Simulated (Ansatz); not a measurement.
Cost and result for the atomization energy of `[NH2][SnH2][SiH2]O` (11 atoms, 10 bonds).

```json
{"atom": "N1", "x (Å)": "0.150", "y (Å)": "1.585", "z (Å)": "-0.435"}
{"atom": "Sn2", "x (Å)": "0.433", "y (Å)": "0.268", "z (Å)": "1.151"}
{"atom": "Si3", "x (Å)": "-0.415", "y (Å)": "-1.676", "z (Å)": "-0.306"}
{"atom": "O4", "x (Å)": "-0.698", "y (Å)": "-0.813", "z (Å)": "-1.671"}
{"atom": "H5", "x (Å)": "1.005", "y (Å)": "2.043", "z (Å)": "-0.727"}
{"atom": "H6", "x (Å)": "-0.518", "y (Å)": "2.317", "z (Å)": "-0.228"}
{"atom": "H7", "x (Å)": "2.084", "y (Å)": "0.354", "z (Å)": "1.589"}
{"atom": "H8", "x (Å)": "-0.514", "y (Å)": "0.838", "z (Å)": "2.457"}
{"atom": "H9", "x (Å)": "-1.649", "y (Å)": "-2.314", "z (Å)": "0.224"}
{"atom": "H10", "x (Å)": "0.601", "y (Å)": "-2.742", "z (Å)": "-0.516"}
{"atom": "H11", "x (Å)": "-0.478", "y (Å)": "0.139", "z (Å)": "-1.538"}
```

Charge 0, multiplicity 1. Correlated methods include outer-core shells of Sn, which these sets cover unevenly. Sn takes the def2 core potential. The geometry is a stationary point of PBE0-D4/def2-TZVP. It is one conformer, not always the lowest. Program: Ansatz. All runs use 4 threads of an Arm Neoverse V2 on a shared host. Times are those of one run each, without the atoms' runs, and a repeat can differ threefold. Electronic energies, without spin–orbit coupling; frozen cores. CCSD(T)/CBS adds CCSD(T) − MP2 in def2-TZVPP to the MP2 limit, and its time is that of the two runs behind it. T1 = 0.013. With those shells the extrapolation isn't a true limit. B3LYP takes the VWN-RPA correlation (the form of Gaussian; ORCA's B3LYP/G).

CCSD(T)/CBS is a level of theory with its own doubt, some kJ/mol a heavy atom from the limit and from the frozen cores, so smaller differences don't rank the functionals.

| level | functions | wall time |
| --- | --- | --- |
| PBE-D4/def2-TZVPP (with forces) | 252 | 2.3 s |
| PBE0-D4/def2-TZVPP | 252 | 2.7 s |
| r2SCAN-D4/def2-TZVPP (with forces) | 252 | 4.2 s |
| B3LYP-D4/def2-TZVPP (with forces) | 252 | 4.3 s |
| B2PLYP/def2-TZVPP | 252 | 5.5 s |
| ωB97X-V/def2-TZVPP | 252 | 7.5 s |
| ωB97M-V/def2-TZVPP (with forces) | 252 | 11 s |
| MP2/def2-QZVPP | 476 | 18 s |
| CCSD(T)/def2-TZVPP | 252 | 2.9 min |
| CCSD(T)/CBS(def2) | – | 3.2 min |

Q: What atomization energy does each give, and how far from CCSD(T)/CBS? (Best estimate.)

A: The calculation gave: 
```csv
level,atomization (kcal/mol),difference from CCSD(T)/CBS,per bond
PBE-D4/def2-TZVPP (with forces),800.5,-3.5,-0.4
PBE0-D4/def2-TZVPP,786.1,-17.9,-1.8
r2SCAN-D4/def2-TZVPP (with forces),793.6,-10.4,-1.0
B3LYP-D4/def2-TZVPP (with forces),796.2,-7.8,-0.8
B2PLYP/def2-TZVPP,784.8,-19.2,-1.9
ωB97X-V/def2-TZVPP,803.8,-0.2,0.0
ωB97M-V/def2-TZVPP (with forces),798.5,-5.5,-0.5
MP2/def2-QZVPP,793.1,-10.9,-1.1
CCSD(T)/def2-TZVPP,777.2,-26.8,-2.7
CCSD(T)/CBS(def2),804.0,0.0,0.0
```

From PBE to PBE0 (25 % exact exchange), in def2-TZVPP and without D4, the atomization energy moves by −13.6 kcal/mol: exact exchange takes away binding that semilocal exchange gives to molecules. The D4 term adds +9.3 kcal/mol with B3LYP and +4.9 kcal/mol with PBE0; it sums over pairs of atoms, weighted by their polarisabilities, and B3LYP, whose exchange is more repulsive, gets the larger term. In def2-TZVPP, CCSD(T) changes the Hartree–Fock value by +232.1 kcal/mol (the triples alone add +12.1 kcal/mol) and MP2 by +232.0 kcal/mol; breaking electron pairs costs correlation energy, which Hartree–Fock lacks.

Spin–orbit coupling would lower the free Sn atoms strongly, and the atomization energy with them, by more than many differences here. For some Ge, Se and Sn compounds the MP2-based and the directly extrapolated limit differ by 10 to 25 kJ/mol.
